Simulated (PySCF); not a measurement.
s to d promotion along the 5d series

All values are computed (PySCF 2.14, energy differences of UHF-based or UKS calculations, no spin-orbit coupling). Basis: aug-cc-pVTZ-PP with one added diffuse shell each of s, p, d, f, g type with ECP60MDF, ECP. Energy of d^(n+1) s¹ above d^n s² in eV (negative where d^(n+1) s¹ lies lower), between high-spin terms; measured values are centres of gravity of the terms (NIST), left out for the 5d series, where spin-orbit coupling mixes the terms.

```
element                                   terms     UHF     LDA     PBE  r2SCAN    PBE0
     Hf   4f14 5d2 6s2 (3F) → 4f14 5d3 6s1 (5F)   0.929   1.194   1.008   0.686   1.033
     Ta   4f14 5d3 6s2 (4F) → 4f14 5d4 6s1 (6D)   0.235   0.506   0.365   0.164   0.371
      W   4f14 5d4 6s2 (5D) → 4f14 5d5 6s1 (7S)  -1.148  -0.586  -0.807  -1.172  -0.856
     Os   4f14 5d6 6s2 (5D) → 4f14 5d7 6s1 (5F)   0.694   0.617     n/a   0.471   0.393
     Pt   4f14 5d8 6s2 (3F) → 4f14 5d9 6s1 (3D)  -0.290  -0.614  -0.561  -0.306  -0.578
     Au  4f14 5d9 6s2 (2D) → 4f14 5d10 6s1 (2S)  -1.714  -1.693  -1.718  -1.642  -1.799
```

Q: Estimate the missing row, Ir.

A: The calculation gives UHF 0.243; PBE -0.082; r2SCAN 0.038; PBE0 -0.085.
